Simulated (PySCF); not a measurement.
Isomers of C2H10OSi3, one GFN2-xTB conformer each. Single-point energies are computed at PBE0/pcSseg-1 (PySCF, gas phase, no added dispersion term), electronic only.

```csv
SMILES,GFN2-xTB relative energy (kJ/mol)
[SiH3]/C=C(/[SiH3])O[SiH3],105.5
[SiH3]/C=C\[SiH2]O[SiH3],0.0
C[C@H]1[SiH2][Si@H](O)[SiH2]1,202.8
```

Conformers: `[SiH3:1]/[CH:2]=[C:3](/[SiH3:4])[O:5][SiH3:6]` with C2–C3–O5–Si6 167°; `[SiH3:1]/[CH:2]=[CH:3]\[SiH2:4][O:5][SiH3:6]` with C2–C3–Si4–O5 168°; `[CH3:1][C@H:2]1[SiH2:3][Si@H:4]([OH:5])[SiH2:6]1` with Si3–Si4–O5–H -48°, C1–C2–Si3–Si4 112°, C2–Si3–Si4–O5 125°, Si3–Si4–Si6–C2 -7°, C1–C2–Si6–Si4 -112°.

Q: What does PBE0/pcSseg-1 give for the same structures?

A: 
| SMILES | PBE0/pcSseg-1 E (Eh) | PBE0/pcSseg-1 (kJ/mol) | GFN2-xTB (kJ/mol) | point group |
| --- | --- | --- | --- | --- |
| [SiH3]/C=C\[SiH2]O[SiH3] | -1025.35954 | 0.0 | 0.0 | C1 |
| C[C@H]1[SiH2][Si@H](O)[SiH2]1 | -1025.35250 | 18.5 | 202.8 | Cs |
| [SiH3]/C=C(/[SiH3])O[SiH3] | -1025.30805 | 135.2 | 105.5 | – |

Both levels put the same isomer lowest; measured from each level's own lowest isomer, the values differ by up to 184.3 kJ/mol (C[C@H]1[SiH2][Si@H](O)[SiH2]1: 202.8 against 18.5). 

Q: Which frontier levels, dipoles and rotational constants go with these structures?

A: 
```
                       SMILES  HOMO (eV, PBE0/pcSseg-1)  LUMO (eV)  dipole (D)       A, B, C (MHz)
     [SiH3]/C=C\[SiH2]O[SiH3]                     -7.99      -1.03        0.79  6975, 617.4, 580.8
C[C@H]1[SiH2][Si@H](O)[SiH2]1                     -7.16      -1.35        1.24    2711, 1392, 1041
   [SiH3]/C=C(/[SiH3])O[SiH3]                     -7.12      -0.62        1.51   2080, 1249, 802.6
```

Q: As an exercise, what shares would exp(−E/RT) give at 1000 K from these electronic energies alone (no entropy, no degeneracies)?

A: RT = 8.314 kJ/mol: [SiH3]/C=C\[SiH2]O[SiH3] 90.2 %, C[C@H]1[SiH2][Si@H](O)[SiH2]1 9.8 %, [SiH3]/C=C(/[SiH3])O[SiH3] under 0.1 %.
